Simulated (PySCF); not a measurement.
A GIAO shielding run with PySCF 2.14.0 with density-fitted response routines (density fitting, non-relativistic, gas phase) on SMILES C(C(C)C)NC[SiH2]C#N, C6H14N2Si:

```
$ OMP_NUM_THREADS=1 python probes_run.py task.json out

{"job": {"kind": "nmr", "xc": "PBE0", "basis": "pcSseg-1"}, "charge": 0, "multiplicity": 1}
C     -1.908227     1.371611     0.260235
C     -1.630857    -0.076377     0.652903
C     -2.912876    -0.903399     0.616690
C     -0.579370    -0.684967    -0.277479
N      0.680387     0.028343    -0.173221
C      1.722859    -0.510482    -1.027909
Si     3.291012     0.555101    -0.847039
C      3.803302     0.355095     0.941394
N      4.083688     0.215251     2.043694
H     -2.367793     1.411309    -0.724940
H     -0.978332     1.932272     0.229325
H     -2.580621     1.840252     0.974912
H     -1.232045    -0.092158     1.674246
H     -3.658083    -0.473851     1.281780
H     -3.322348    -0.922795    -0.391147
H     -2.722723    -1.927710     0.930033
H     -0.919302    -0.601706    -1.315661
H     -0.463036    -1.760963    -0.049139
H      0.989378     0.013053     0.795529
H      1.359128    -0.461851    -2.059219
H      1.930395    -1.576696    -0.823697
H      3.014558     1.976377    -1.041642
H      4.396155     0.039512    -1.659570
```

Hardware: 1 thread of an Arm Neoverse V1, shared host. The job also computes population analyses, field gradients.

Task: How large is the calculation?

Result: 78 electrons, 230 basis functions and 1203 auxiliary functions.

Task: How long does it take, and how much memory does it need?

Result: 65 s of wall time, with 14 SCF cycles and 5 response iterations; peak memory 1.1 GiB. Times on a shared host scatter by some tens of per cent.
